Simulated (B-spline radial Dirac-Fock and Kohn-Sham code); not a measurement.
**Muonic isotope shifts in molybdenum**

Method: the Dirac equation of a negative muon with reduced mass in the field of a spherical finite nucleus, with the Uehling potential to all orders; nuclear polarisation, deformation, hyperfine structure, self-energy, higher-order vacuum polarisation, relativistic recoil and electron screening are left out. Computed with an atomic code on a B-spline grid. Nuclear charge: Fermi distribution (skin thickness 2.3 fm); radii from Angeli and Marinova (2013). Reference ⁹⁸Mo, radius 4.4091 fm: 2p3/2 → 1s1/2 2707 keV, 3d5/2 → 2p3/2 694.8 keV.

```
  A  radius (fm)  δ⟨r²⟩ (fm²)  shift 2p3/2 → 1s (keV)  shift 3d5/2 → 2p3/2 (keV)
 90       4.3265       -0.722                  +21.78                      +0.18
 91       4.3182       -0.793                  +24.02                      +0.21
 92       4.3151       -0.820                  +24.87                      +0.23
 94       4.3529       -0.492                  +14.83                      +0.14
 95       4.3628       -0.406                  +12.22                      +0.12
 96       4.3847       -0.215                   +6.42                      +0.06
 97        4.388       -0.186                   +5.57                      +0.06
100       4.4468       +0.334                   -9.91                      -0.10
102       4.4914       +0.733                  -21.58                      -0.23
103       4.5145       +0.941                  -27.60                      -0.29
104       4.5249       +1.035                  -30.30                      -0.32
105       4.5389       +1.161                  -33.93                      -0.36
106        4.549       +1.253                  -36.54                      -0.38
108       4.5602       +1.355                  -39.42                      -0.41
```
